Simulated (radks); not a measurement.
Valence configurations of the erbium ion Er2+ (all share [Xe]). Calculated with a radial shooting solver on a logarithmic mesh with Libxc functionals: scalar-relativistic Kohn-Sham, PBE, spin-unpolarised, spherical densities, finite nucleus; Fermi nuclear charge, rms radius 5.2516 fm. Energies are relative to 4f12; eigenvalues in eV.

valence          E (eV)    e(4f)    e(5d)    e(6p)    e(6s)
4f12              0.000  -17.438        -        -        -
4f11.5 5d0.5      2.541  -20.504  -14.325        -        -
4f11 6s1          5.869  -26.434        -        -  -16.988
4f11 5d1          6.262  -23.802  -15.146        -        -
4f10.5 5d1.5     11.277  -27.302  -15.958        -        -
4f10 5d2         17.686  -30.984  -16.760        -        -
4f10 6s2         19.462  -36.858        -        -  -18.996
4f10 5d1 6p1     23.493  -35.130  -19.678  -13.190        -
4f8.5 5d1.5 6p2  63.134  -51.886  -25.346  -15.223        -
4f8 5d1 6s2 6p1  75.921  -58.559  -27.468  -15.656  -22.155

NIST lists [Xe] 4f12 as the ground configuration; this level of theory agrees among the configurations tried. The energies are those of spherical spin-averaged densities, not of single terms.
